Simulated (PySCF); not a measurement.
Simulation results for Al₂H₂NO, Al₂H₃O, Al₂FH₃O, AlBH₆OSi

Calculation on a computer-drawn molecule: the log of a Hartree-Fock and frozen-core CCSD(T) single point meant for a local Hartree-Fock minimum, with one planted fault or none, to be diagnosed. Offsets are logged minus clean, where the clean run is the same molecule without the fault. The reference is restricted for singlets and unrestricted otherwise, and also for a bond in bohr or an excited solution. Adding or removing an electron swaps singlet and doublet. The excited solution moves the top pair (singlet) or top alpha electron (doublet) to the lowest empty orbital. Highest occupied and lowest empty are orbital energies over both spins, largest force is the largest gradient component, triples share is (T) over the correlation energy, the T1 limit is 0.02 restricted and 0.045 unrestricted, electrons count all cores, a negative frequency is imaginary (commonest isotopes), and the dipole is about the centre of nuclear charge. Program: PySCF 2.14.0.

Common to all runs: meant basis cc-pV(D+d)Z; logged SCF converged yes; logged CC converged yes; logged SCF stable within its kind yes; possible faults no fault, one electron removed, one electron added, multiplicity raised by two, geometry at a saddle point, SCF held on an excited solution, minimal basis STO-3G, one bond length entered in bohr, all coordinates scaled.

(1) 
```xyz
6
formula=Al2H2NO meant_charge=1 meant_multiplicity=1 logged_electrons=42 logged_basis_functions=30 logged_spin_squared=0 logged_highest_occupied=-11.082 logged_lowest_empty=2.3021 logged_largest_force=0.063146 logged_T1_diagnostic=0.029291 logged_D1_diagnostic=0.070315 logged_triples_share=0.075631 logged_dipole_magnitude=1.7391 logged_energy_HF=-606.6288 logged_energy_CCSD(T)=-606.82328 planted_fault=minimal_basis_STO-3G HF_energy_offset_from_clean_run=4722 CCSD(T)_energy_offset_from_clean_run=4898
O      0.3085    -1.5896     1.0496
Al    -0.3373    -0.3676     0.2393
N     -1.0068     0.8982    -0.5998
Al    -1.6753     2.1641    -1.4348
H      0.6891    -2.3052     1.5250
H     -2.2969     3.3417    -2.2108
```

Units: logged_highest_occupied, logged_lowest_empty in eV; logged_largest_force in hartree/bohr; logged_dipole_magnitude in debye; logged_energy_HF, logged_energy_CCSD(T) in hartree; HF_energy_offset_from_clean_run, CCSD(T)_energy_offset_from_clean_run in kcal/mol.

Drawn bonds:
```
atom  other atom  order
   1           2      1
   2           3      1
   3           4      2
   1           5      1
   4           6      1
```

Notes: T1 above single-reference limit.

(2) 
```xyz
6
formula=Al2H3O meant_charge=0 meant_multiplicity=2 logged_electrons=38 logged_basis_functions=75 logged_spin_squared=0 logged_highest_occupied=-0.34114 logged_lowest_empty=5.6931 logged_largest_force=0.023747 logged_T1_diagnostic=0.018996 logged_D1_diagnostic=0.057163 logged_triples_share=0.02514 logged_dipole_magnitude=6.8166 logged_energy_HF=-560.45194 logged_energy_CCSD(T)=-560.82187 planted_fault=one_electron_added HF_energy_offset_from_clean_run=8.267 CCSD(T)_energy_offset_from_clean_run=-12.63
O     -0.5948    -1.2895    -1.2959
Al     1.0688    -1.6213    -1.3943
Al     2.6464     0.4458    -1.2415
H     -1.3033    -1.9107    -1.2501
H      1.5202    -3.1454    -1.3939
H      3.2248     1.2568    -2.4883
```

Units: logged_highest_occupied, logged_lowest_empty in eV; logged_largest_force in hartree/bohr; logged_dipole_magnitude in debye; logged_energy_HF, logged_energy_CCSD(T) in hartree; HF_energy_offset_from_clean_run, CCSD(T)_energy_offset_from_clean_run in kcal/mol.

Drawn bonds:
```
atom  other atom  order
   1           2      1
   2           3      1
   1           4      1
   2           5      1
   3           6      1
```

(3) 
```xyz
7
formula=Al2FH3O meant_charge=0 meant_multiplicity=1 logged_electrons=46 logged_basis_functions=89 logged_spin_squared=0 logged_highest_occupied=-9.6615 logged_lowest_empty=0.83283 logged_largest_force=1.908e-05 logged_lowest_frequency=29.369 logged_T1_diagnostic=0.015877 logged_D1_diagnostic=0.043954 logged_triples_share=0.018304 logged_dipole_magnitude=2.6301 logged_energy_HF=-660.0164 logged_energy_CCSD(T)=-660.55375 planted_fault=no_fault HF_energy_offset_from_clean_run=0 CCSD(T)_energy_offset_from_clean_run=0
O      1.3869    -1.1155     0.3628
Al     0.6158     0.0698    -0.5752
Al    -0.7006    -0.8443    -2.6238
F     -0.0318    -0.5790    -4.1254
H      1.9204    -0.9932     1.1312
H      0.7619     1.5849    -0.1282
H     -2.0678    -1.6354    -2.6609
```

Units: logged_highest_occupied, logged_lowest_empty in eV; logged_largest_force in hartree/bohr; logged_lowest_frequency in cm⁻¹; logged_dipole_magnitude in debye; logged_energy_HF, logged_energy_CCSD(T) in hartree; HF_energy_offset_from_clean_run, CCSD(T)_energy_offset_from_clean_run in kcal/mol.

Drawn bonds:
```
atom  other atom  order
   1           2      1
   2           3      1
   3           4      1
   1           5      1
   2           6      1
   3           7      1
```

(4) 
```xyz
10
formula=AlBH6OSi meant_charge=0 meant_multiplicity=1 logged_electrons=47 logged_basis_functions=104 logged_spin_squared=0.7614 logged_highest_occupied=-1.1876 logged_lowest_empty=6.394 logged_largest_force=0.039551 logged_T1_diagnostic=0.014588 logged_D1_diagnostic=0.041871 logged_triples_share=0.024986 logged_dipole_magnitude=4.2514 logged_energy_HF=-633.90934 logged_energy_CCSD(T)=-634.43129 planted_fault=one_electron_added HF_energy_offset_from_clean_run=-0.7746 CCSD(T)_energy_offset_from_clean_run=-14.25
O     -1.6570     1.4751    -0.4412
Al    -0.6964     0.2676     0.2614
B      0.9591     0.9345     1.4414
Si     2.8586     1.3346     0.8067
H     -2.4161     1.3791    -0.9918
H     -1.0623    -1.2531    -0.0038
H      0.8091     1.0976     2.6269
H      3.7951     0.3867     1.4690
H      3.2456     2.7180     1.1879
H      3.0499     1.1994    -0.6606
```

Units: logged_highest_occupied, logged_lowest_empty in eV; logged_largest_force in hartree/bohr; logged_dipole_magnitude in debye; logged_energy_HF, logged_energy_CCSD(T) in hartree; HF_energy_offset_from_clean_run, CCSD(T)_energy_offset_from_clean_run in kcal/mol.

Drawn bonds:
```
atom  other atom  order
   1           2      1
   2           3      1
   3           4      1
   1           5      1
   2           6      1
   3           7      1
   4           8      1
   4           9      1
   4          10      1
```
